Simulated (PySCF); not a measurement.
CH5BrGe, SMILES [CH3][GeH2][Br]. Atoms are numbered in the order given.

```xyz
8

Ge     0.4469    -0.8722     0.0000
C     -1.1866    -1.9211     0.0000
Br    -0.1502     1.3715     0.0000
H      1.2910    -1.0974    -1.2654
H      1.2910    -1.0974     1.2654
H     -1.7814    -1.6884     0.8940
H     -0.9430    -2.9944     0.0000
H     -1.7814    -1.6884    -0.8940
```

The structure is a stationary point at PBE0-D3(BJ)/def2-SVP.

Computed with CAM-B3LYP/def2-TZVPD run with PySCF.

Symmetry labels are those of the subgroup Cs that the program uses (full group Cs).

Computed valence orbital energies around the gap with their symmetry:
```json
[
 {"orbital": "HOMO−7", "symmetry": "A'", "energy (eV)": "-16.76"},
 {"orbital": "HOMO−6", "symmetry": "A\"", "energy (eV)": "-13.48"},
 {"orbital": "HOMO−5", "symmetry": "A'", "energy (eV)": "-13.42"},
 {"orbital": "HOMO−4", "symmetry": "A\"", "energy (eV)": "-11.48"},
 {"orbital": "HOMO−3", "symmetry": "A'", "energy (eV)": "-11.20"},
 {"orbital": "HOMO−2", "symmetry": "A'", "energy (eV)": "-10.95"},
 {"orbital": "HOMO−1", "symmetry": "A\"", "energy (eV)": "-9.41"},
 {"orbital": "HOMO", "symmetry": "A'", "energy (eV)": "-9.38"},
 {"orbital": "LUMO", "symmetry": "A'", "energy (eV)": "0.35"},
 {"orbital": "LUMO+1", "symmetry": "A'", "energy (eV)": "0.75"},
 {"orbital": "LUMO+2", "symmetry": "A'", "energy (eV)": "1.07"},
 {"orbital": "LUMO+3", "symmetry": "A\"", "energy (eV)": "1.45"}
]
```
